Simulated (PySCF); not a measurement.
Calculation: PySCF with PBE-D3(BJ)/def2-TZVP // M06-2X/def2-TZVP. Gas-phase values, no solvent. One relaxed conformer stands for a flexible species; it need not be the lowest. Delta-SCF ions had no search for a lower state. Excitations are Tamm–Dancoff values on a coarser integration grid. The basis has no diffuse functions, so Rydberg states are missing or too high.

Reference species (SMILES): `BF` (neutral, multiplicity 1).

The T1 excitation (TDA) is 5.08 eV and the vertical ionisation energy (Delta-SCF) is 12.09 eV. The brightest of the four lowest singlets (TDA) comes out as 9.40 eV.

After one change: the T1 excitation (TDA) drops by 1.82 eV; the vertical ionisation energy (Delta-SCF) falls by 1.55 eV; the brightest of the four lowest singlets (TDA) drops by 5.08 eV.

Problem. What was changed between the two runs? The new species is one of these.
A. `BCl`
B. `BC(=O)O`
C. `B[Si](C)(C)C`
D. `BC#CC`

Solution. B, `BC(=O)O`
